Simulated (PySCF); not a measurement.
## `C[C@H](C#[N+][SiH3])[C@@H](C)F`, [C$_{5}$H$_{11}$FNSi]+, charge +1

Molfile (atoms numbered from 1):
```
C5H11FNSi
     RDKit          3D

 19 18  0  0  0  0  0  0  0  0999 V2000
   -0.9183   -1.8942   -0.2812 C   0  0  0  0  0  0  0  0  0  0  0  0
   -0.3441   -0.5652   -0.7951 C   0  0  2  0  0  0  0  0  0  0  0  0
    0.8489   -0.2183   -0.1260 C   0  0  0  0  0  0  0  0  0  0  0  0
    1.8003    0.1087    0.4336 N   0  0  0  0  0  0  0  0  0  0  0  0
    3.2921    0.7459    1.2439 Si  0  0  0  0  0  4  0  0  0  0  0  0
   -1.3467    0.6295   -0.6693 C   0  0  1  0  0  0  0  0  0  0  0  0
   -1.8118    0.9077    0.7460 C   0  0  0  0  0  0  0  0  0  0  0  0
   -0.7030    1.7343   -1.1740 F   0  0  0  0  0  0  0  0  0  0  0  0
   -1.8682   -2.0837   -0.7731 H   0  0  0  0  0  0  0  0  0  0  0  0
   -0.2424   -2.7132   -0.5121 H   0  0  0  0  0  0  0  0  0  0  0  0
   -1.0781   -1.8656    0.7925 H   0  0  0  0  0  0  0  0  0  0  0  0
   -0.0894   -0.6602   -1.8613 H   0  0  0  0  0  0  0  0  0  0  0  0
    4.2828    0.4290    0.2278 H   0  0  0  0  0  0  0  0  0  0  0  0
    2.9007    2.1386    1.4009 H   0  0  0  0  0  0  0  0  0  0  0  0
    3.2727   -0.0880    2.4369 H   0  0  0  0  0  0  0  0  0  0  0  0
   -2.1962    0.4359   -1.3362 H   0  0  0  0  0  0  0  0  0  0  0  0
   -2.3935    1.8269    0.7450 H   0  0  0  0  0  0  0  0  0  0  0  0
   -2.4473    0.1044    1.1043 H   0  0  0  0  0  0  0  0  0  0  0  0
   -0.9682    1.0369    1.4204 H   0  0  0  0  0  0  0  0  0  0  0  0
  1  2  1  0
  2  3  1  0
  3  4  3  0
  4  5  1  0
  2  6  1  0
  6  7  1  0
  6  8  1  0
  1  9  1  0
  1 10  1  0
  1 11  1  0
  2 12  1  6
  5 13  1  0
  5 14  1  0
  5 15  1  0
  6 16  1  6
  7 17  1  0
  7 18  1  0
  7 19  1  0
M  CHG  1   4   1
M  END
```

Theory: TDDFT B3LYP/def2-SVPD circular dichroism and optical rotation, one conformer, gas phase (PySCF 2.14.0). Geometry: GFN2-xTB.

The molecule is flexible and this is one conformer; a measurement averages over conformers. Singlets 14 and 15 lie within 0.01 eV of each other, so their separate moments and overlaps can depend on how they mix.

Q: Draw the ECD and absorption spectra from the lowest 16 states, each a Gaussian of half-width 0.35 eV at 1/e height.

A: 
```
E (eV)  λ (nm)  Δε (L mol⁻¹ cm⁻¹)  ε (L mol⁻¹ cm⁻¹)
  5.92     210              +0.18               201
  6.02     206              +0.33               486
  6.12     203              +0.48              1000
  6.22     199              +0.51              1770
  6.32     196              +0.27              2690
  6.42     193              -0.28              3490
  6.52     190              -0.98              3920
  6.62     187              -1.52              3820
  6.72     185              -1.61              3280
  6.82     182              -1.08              2580
  6.92     179              +0.02              2000
  7.02     177              +1.39              1710
  7.12     174              +2.51              1710
  7.22     172              +2.68              1980
  7.32     169              +1.29              2570
  7.42     167              -1.73              3790
  7.52     165              -5.68              6160
  7.62     163              -9.16              9990
  7.72     161             -10.61             15000
  7.82     159              -9.25             19900
  7.92     157              -5.77             23200
  8.02     155              -1.92             23500
```
Δε uses R in velocity form, ε uses f in length form. Only the states computed contribute, so the short-wavelength end is incomplete.
